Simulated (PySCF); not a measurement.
## HIS, singlet: computed properties

Level of theory: PBE0/[I def2-TZVP with ECP28, S def2-TZVP, H def2-TZVP], scalar-relativistic core potentials, density fitting, no spin–orbit coupling, PySCF.

The structure is a minimum.

Coordinates in bohr (charge 0 multiplicity 1):
```
I     0.6828    0.0000   -0.5250
S    -2.8093    0.0000    2.0396
H     3.1395    0.0000    1.3988
```

```json
{
  "Point group": "Cs",
  "Bond lengths": "I–H 1.651 Å, I–S 2.293 Å",
  "Bond angles": "H–I–S 105.6°",
  "Atomisation energy without zero-point energy": "381 kJ/mol",
  "Principal quadrupole moments (Buckingham, traceless) about the centre of mass": "-2.37, -1.96, 4.33 D Å",
  "Lowest empty level": "-2.02 eV",
  "Heat capacity Cp at 298.15 K": "43.4 J/(mol K)",
  "Entropy at 298.15 K and 1 bar": "271.0 J/(mol K)",
  "Rotational symmetry number": "1",
  "Highest occupied level": "-6.12 eV",
  "Rotational constants": "6.7, 0.1248, 0.1225 cm⁻¹",
  "Enthalpy at 298.15 K above 0 K": "11.10 kJ/mol",
  "Dipole moment": "4.05 D",
  "Principal polarisabilities": "33.7, 40.3, 73.1 bohr³",
  "Zero-point energy": "18.6 kJ/mol"
}
```

Harmonic modes (masses in u: I 126.904, S 31.972, H 1.008):
```
symmetry  ω (cm⁻¹)  IR (km/mol)     type
      a'       397         11.3  stretch
      a'       645         20.0     bend
      a'      2070         91.8  stretch
```

Charges (e):
| atom | Mulliken | Löwdin | polar tensor | Mayer order to I1 |
| --- | --- | --- | --- | --- |
| I1 | 0.33 | 0.38 | 0.45 | – |
| S2 | -0.46 | -0.40 | -0.37 | 1.40 |
| H3 | 0.13 | 0.02 | -0.07 | 0.86 |

Mulliken populations on I1 (electrons outside its core potential): s 3.91, p 10.49, d 10.24, f 0.03.

Outer orbital energies (eV). occupied: -22.33, -17.68, -12.67, -10.39, -9.74, -6.78, -6.12; empty: -2.02, -1.68, 3.33, 3.74.

Counting electrons, iodine keeps 4 of its valence electrons outside its bonds, so the VSEPR class is AX2E2 and the expected shape is bent; with unlike ligands the computed point group is Cs.

Only a few start shapes were tried, so a lower isomer may exist.

The final relaxation and frequency run took 14 s on 2 threads of a shared AMD EPYC 9R45 96-Core (Zen 5) host, with 93 basis functions and 12 gradients; the process peaked at 0.87 GiB. Launch command: `OMP_NUM_THREADS=2 python axn.py task.json out`.
